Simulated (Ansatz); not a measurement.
Total energies of B₂FH₅Si, SMILES `BB[SiH2]F`.

```xyz
9

B    -1.3147    1.1789    0.1709
B     0.1509    0.6011    0.5147
Si    0.8775   -1.0708   -0.3200
F    -0.1427   -1.7625   -1.3518
H    -1.4986    1.9373   -0.7409
H    -2.2897    0.8348    0.7802
H     0.9154    1.1150    1.2846
H     2.1221   -0.7598   -1.0751
H     1.1797   -2.0739    0.7375
```

Charge 0, multiplicity 1. All single points use the PBE0-D4/def2-TZVP geometry. It is one conformer, not always the lowest. Basis def2-TZVPP, Ansatz 0.2.0.

RPA on PBE orbitals: Hartree–Fock energy of these orbitals -440.67750 Eh, correlation -1.00140 Eh (frozen core).

| functional | energy without D4 (Eh) | D4 term (kJ/mol) |
| --- | --- | --- |
| r2SCANh | -441.99045 | -3.7 |
| HSE06 (plane-wave form) | -441.79178 | -11.2 |

Question: Give the same for LDA (SPW92), PBE, revPBE, BLYP, r2SCAN, B97M-V, PBE0, B3LYP, r2SCAN0, BHLYP, CAM-B3LYP, LC-ωPBE, ωB97X-V, ωB97M-V, B2PLYP, PBE-QIDH. (Estimate.)

Answer: Computed: 
| functional | energy without D4 (Eh) | D4 term (kJ/mol) |
| --- | --- | --- |
| LDA (SPW92) | -439.68616 | – |
| PBE | -441.75941 | -14.1 |
| revPBE | -441.99161 | -42.0 |
| BLYP | -442.06170 | -31.1 |
| r2SCAN | -441.99816 | -3.4 |
| B97M-V | -442.02139 | – |
| PBE0 | -441.80684 | -12.0 |
| B3LYP | -442.14476 | -22.9 |
| r2SCAN0 | -441.97989 | -4.1 |
| BHLYP | -442.04958 | -17.9 |
| CAM-B3LYP | -442.05283 | -12.2 |
| LC-ωPBE | -441.91381 | – |
| ωB97X-V | -442.01544 | – |
| ωB97M-V | -442.01836 | – |
| B2PLYP | -441.87429 | – |
| PBE-QIDH | -441.70054 | – |

B3LYP takes the VWN-RPA correlation (the form of Gaussian; ORCA's B3LYP/G). HSE06 is the plane-wave form, built on full-range PBE exchange. The double hybrids freeze the cores in their second-order part.

LC-ωPBE has ω = 0.4 bohr⁻¹.
